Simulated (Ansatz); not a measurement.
Start from `CO[SiH](O)O` and change one atom or group to get `O[SiH](O)O[SiH2]F`.

Ansatz, PBE0-D4/def2-TZVP geometries, multiplicity 1. Each molecule was computed in one conformer, which needn't be the lowest.

```
                                          property  `CO[SiH](O)O`
              HOMO–LUMO gap (PBE0/def2-TZVPP) / eV           9.36
size of the dipole moment (ωB97M-V/def2-TZVPP) / D           1.75
                LUMO energy (PBE0/def2-TZVPP) / eV           0.92
             HOMO–LUMO gap (B3LYP/def2-TZVPP) / eV           8.73
             HOMO energy (ωB97M-V/def2-TZVPP) / eV         -10.87
               HOMO energy (B3LYP/def2-TZVPP) / eV          -8.19
```

Question: What does the change do to each property? (An estimate is asked.)

Answer: Ansatz gave: 
```csv
property,`O[SiH](O)O[SiH2]F`,shift
HOMO–LUMO gap (PBE0/def2-TZVPP) / eV,9.50,0.14
size of the dipole moment (ωB97M-V/def2-TZVPP) / D,2.60,0.85
LUMO energy (PBE0/def2-TZVPP) / eV,0.47,-0.45
HOMO–LUMO gap (B3LYP/def2-TZVPP) / eV,8.94,0.21
HOMO energy (ωB97M-V/def2-TZVPP) / eV,-11.32,-0.45
HOMO energy (B3LYP/def2-TZVPP) / eV,-8.83,-0.64
```

With PBE0 the HOMO falls by 0.60 eV and the LUMO falls by 0.45 eV, so the gap widens by about 0.15 eV. PBE moves the HOMO by -0.73 eV and ωB97M-V by -0.45 eV. Dipoles are sizes alone; their direction can turn.

B3LYP here is the variant with VWN-RPA as its local correlation; programs differ in this.
